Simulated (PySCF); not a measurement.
## Trend along the halogens: MSb molecules

MP2 with triple-zeta basis sets in PySCF, for the lowest determinant that a PBE0 search found; no spin–orbit coupling. De refers to high-spin ground-configuration atoms.

| M | basis | reference, frozen orbitals | state (unpaired electrons) | Re (Å) | ωe (cm⁻¹) | De (eV) |
| --- | --- | --- | --- | --- | --- | --- |
| F | def2-TZVPP | UHF, 5 | triplet (π ↑↑) | 1.921 | 617 | 4.02 |
| Cl | def2-TZVPP | UHF, 9 | triplet (π ↑↑) | 2.334 | 380 | 2.93 |
| Br | x2c-TZVPPall | UHF, 27 | triplet (π ↑↑) | 2.479 | 264 | 2.55 |
| I | def2-TZVPP | UHF, 8 | triplet (π ↑↑) | 2.676 | 209 | 2.16 |

(1) By what factor does the well depth vary along the series?

The rows differ in basis set, which adds steps of its own.

Down a group the atoms grow and get heavier, so bonds lengthen and wavenumbers fall; this series shows no clear exception.

Correlated steps freeze the inner cores (5 to 27 orbitals); shallow outer-core shells are correlated. Spin–orbit coupling is left out, which matters for elements this heavy, above all for dissociation energies. States were picked by a PBE0 search and need not be the measured ground states.

Results:

(1) At MP2 it runs from 2.16 eV (SbI) to 4.02 eV (SbF), a factor of 1.86.
